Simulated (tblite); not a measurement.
Run record: tight-binding relaxation, `C[P@@](=O)(CO)C1=COC=C1`.

Computed with GFN2-xTB geometry optimisation, gas phase (tblite 0.8.0). Start geometry: from a force field or distance geometry. The command runs a driver script over a list of jobs; the input below is this job's line of settings and its coordinates in Å.

Command:
```bash
OMP_NUM_THREADS=1 python probes_run.py task.json out
```

Input:
```
{"job": {"kind": "relax", "xc": "GFN2-xTB", "basis": "xTB"}, "charge": 0, "multiplicity": 1}
C     -1.498100    -1.501000     0.643000
P     -0.729900    -0.412500    -0.610900
O     -0.978600    -0.981500    -1.961500
C     -1.435900     1.258900    -0.418500
O     -2.722900     1.357600    -0.871000
C      1.011000    -0.243600    -0.234700
C      1.548200     0.325500     0.911100
C      2.947300     0.260100     0.797800
O      3.207400    -0.316800    -0.351500
C      2.102000    -0.629100    -0.994000
H     -1.853300    -2.416900     0.141900
H     -0.815300    -1.740100     1.481300
H     -2.418400    -0.991500     1.081300
H     -1.352600     1.495500     0.657800
H     -0.725300     1.956000    -0.938100
H     -3.000200     2.318100    -0.707600
H      1.011700     0.750500     1.770500
H      3.607200     0.625700     1.559300
H      2.085900    -1.105700    -1.963700
```

Output:
```
step      E/eV     max force
  0    -874.95987    3.349
  1    -875.28099    2.275
  2    -875.33362    1.240
  3    -875.36730    0.642
  4    -875.40252    0.373
  5    -875.42076    0.481
  6    -875.43363    0.314
  7    -875.44001    0.193
  8    -875.44611    0.217
  9    -875.45194    0.226
... (91 lines left out)
101    -875.78110    0.045
102    -875.78127    0.028
103    -875.78140    0.023
104    -875.78150    0.029
105    -875.78159    0.026
106    -875.78166    0.016
107    -875.78170    0.014
108    -875.78172    0.014
109    -875.78174    0.011
110    -875.78175    0.008
```

«max force» is the largest atomic force in eV/Å.

**Question.** From which step on does the largest force stay under 0.1 eV/Å, and how much energy is left to gain from there?

**Answer.** From step 74 (0.078 eV/Å), 10.9 meV above the end.

Main results: energy lowered by 19.0 kcal/mol over 110 steps; largest atomic force 0.008 eV/Å at the end.

**Question.** Give the final coordinates.

**Answer.** 0.498 Å rms from the input after alignment:
```
atom  x, y, z in Å
C1    -1.5431   -1.3341    0.6702
P2    -0.7628   -0.2294   -0.5621
O3    -1.0441   -0.6102   -1.9538
C4    -1.4483    1.4604   -0.2040
O5    -2.7797    1.4513   -0.6305
C6     0.9911   -0.1755   -0.1648
C7     1.6637    0.2230    1.0234
C8     2.9868    0.0461    0.7733
O9     3.1786   -0.4284   -0.4701
C10    1.9750   -0.5606   -1.0317
H11   -1.2883   -2.3584    0.4045
H12   -1.2130   -1.1149    1.6804
H13   -2.6217   -1.2040    0.5927
H14   -1.4437    1.6951    0.8609
H15   -0.8511    2.2134   -0.7418
H16   -2.7963    1.0623   -1.5178
H17    1.2169    0.5883    1.9250
H18    3.8583    0.2149    1.3745
H19    1.9117   -0.9301   -2.0356
```

Hardware: an Arm Neoverse V2 with one thread (shared host). Cost: 0.74 s wall.
Labels such as C1 count atoms from 1, the log's own numbers from 0.
